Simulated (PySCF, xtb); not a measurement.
InF2Br, SMILES [Br][In]([F])[F].

xtb with GFN2-xTB at its own geometry gives an orbital gap of 2.33 eV and a dipole moment of 0.60 D.

Geometry: PBE-D3(BJ)/def2-SVP. The def2 effective core potentials stand for the cores of In; spin–orbit coupling is left out.

Q: What does PBE/def2-TZVPD in PySCF give? (Estimate from the structure and the level; the computed values follow.)

A: gap 3.53 eV (levels -7.99 and -4.46 eV), dipole 1.59 D.
